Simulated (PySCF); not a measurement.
Structure from NMR data

An unknown has the formula C7H10NP. Its calculated NMR data are:

1H NMR (300 MHz, computed): δ 9.25 (m, 1H), 8.87 (m, 1H), 7.34 (m, 1H), 3.19 (m, 1H), 1.39 (d, 6H).

13C{1H} NMR (computed): δ 223.8 (C), 183.0 (CH), 156.7 (CH), 131.4 (CH), 44.1 (CH), 25.8 (CH3, 2C).

- structure optimised with PBE0-D3(BJ)/def2-SVP
- shielding tensors at CAM-B3LYP/pcSseg-1 (GIAO)
- run in PySCF
- no relativistic terms, one conformer, no solvent model, fast rotation and ring inversion assumed for equivalent nuclei

References, each an isolated molecule treated in the same way: TMS for 1H (31.33 ppm), 13C (182.45 ppm).

Propose a structure and justify it.

Answers


6 carbon signals for 7 carbons: some carbons are equivalent by symmetry or fast rotation. Carbon types of the structure: 1 × C, 4 × CH, 2 × CH3, which accounts for all hydrogens. δC 223.8: substituted aromatic carbon next to a ring nitrogen. δC 183.0, 131.4: aromatic CH. δC 156.7: aromatic CH next to a ring nitrogen; the adjacent pyridine-type nitrogen withdraws density from it. δC 44.1: sp3 CH on an aromatic ring; aliphatic region, no heteroatom directly attached. δC 25.8: methyl carbon; a saturated carbon with 1 carbon neighbour and no heteroatom attached. δH 9.25, 7.34: hydrogen on an aromatic CH; aromatic region. δH 8.87: hydrogen on an aromatic CH next to a ring nitrogen; ring current plus the neighbouring ring nitrogen.

The compound is SMILES CC(C)c1ncccp1.

The shifts were computed for this structure.

Splittings by 31P in the carbon and heteronuclear signals aren't shown, as no couplings were computed. Shifts are as computed, not scaled to solution data. Of 1309 compounds with measured shifts, 239 miss one by over three times the rms of a fit or turn the order of signals round; such compounds aren't used in these exercises. Multiplicities follow the n + 1 count of equivalent neighbours, as no J values were calculated; m marks all less simple cases, F and P coupling included.
